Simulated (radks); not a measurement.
Dipole-allowed excitations along the series with 12 electrons in [Ne] 3s2. Calculated with a radial shooting solver on a logarithmic mesh with Libxc functionals: scalar-relativistic Kohn-Sham, exchange-only LDA, spin-polarised, spherical densities, finite nucleus; Fermi nuclear charge, rms radius of each element as measured or else 0.836 A^(1/3) + 0.57 fm. Time-dependent linear response with the Hartree and adiabatic exchange-only LDA kernel, continuum included through the Sternheimer equations, no spin-orbit coupling, so fine structure and intercombination lines are absent. Lines are the poles of the dipole polarisability below minus the highest occupied eigenvalue, found on a grid refined at the orbital gaps; the lowest seven at most are given, and weak or close lines can be missed. The first line takes the name of the lowest orbital gap if no other gap lies below it; otherwise a line is named after a gap within 0.6 % of it, if that gap stands alone.

| species | -e(HOMO) (eV) | lowest orbital gap (eV) | first line (eV) | f | static alpha (bohr^3) |
|---|---|---|---|---|---|
| Mn13+ | 387.91 | 3s-3p 32.633 | 40.986 (3s-3p) | 0.794 | 0.3672 |
| Fe14+ | 439.47 | 3s-3p 35.079 | 43.937 (3s-3p) | 0.763 | 0.3070 |
| Ni16+ | 552.03 | 3s-3p 40.153 | 50.019 (3s-3p) | 0.711 | 0.2203 |
| Cu17+ | 613.05 | 3s-3p 42.793 | 53.170 (3s-3p) | 0.689 | 0.1888 |
| Zn18+ | 677.24 | 3s-3p 45.513 | 56.398 (3s-3p) | 0.669 | 0.1628 |

Estimate the first line of Co15+, its oscillator strength and the static polarisability.

Answer. 46.946 eV (3s-3p), f = 0.736, alpha = 0.2590 bohr^3.
